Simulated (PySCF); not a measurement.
CH3ClOSe.

```xyz
7

Se    -0.0118    -0.2906     0.6905
Cl    -1.2549     1.2533    -0.2526
O      1.3859    -0.3185    -0.4025
C      1.1937    -0.9347    -1.6615
H      0.4886    -0.3547    -2.2797
H      2.1773    -0.9445    -2.1529
H      0.8208    -1.9678    -1.5624
```
Charge 0, spin multiplicity 1.

Geometry: PBE0-D3(BJ)/def2-SVP. One conformer was computed; it need not be the lowest.

Method: KT2/pcSseg-1 run with PySCF. Non-relativistic, no solvent.

Computed absolute GIAO shielding of each atom: isotropic value and principal components (ppm):
```json
[
 {"atom": "Se1", "σ(iso)": "-711.5", "σ11": "-1581.1", "σ22": "-630.6", "σ33": "77.1", "span": "1658.2"},
 {"atom": "Cl2", "σ(iso)": "793.8", "σ11": "266.1", "σ22": "803.4", "σ33": "1311.7", "span": "1045.6"},
 {"atom": "O3", "σ(iso)": "202.3", "σ11": "-17.3", "σ22": "199.8", "σ33": "424.5", "span": "441.8"},
 {"atom": "C4", "σ(iso)": "115.7", "σ11": "70.6", "σ22": "97.8", "σ33": "178.7", "span": "108.1"},
 {"atom": "H5", "σ(iso)": "27.1", "σ11": "22.9", "σ22": "26.0", "σ33": "32.4", "span": "9.5"},
 {"atom": "H6", "σ(iso)": "26.8", "σ11": "22.8", "σ22": "24.6", "σ33": "32.9", "span": "10.0"},
 {"atom": "H7", "σ(iso)": "27.7", "σ11": "24.6", "σ22": "25.5", "σ33": "33.0", "span": "8.4"}
]
```
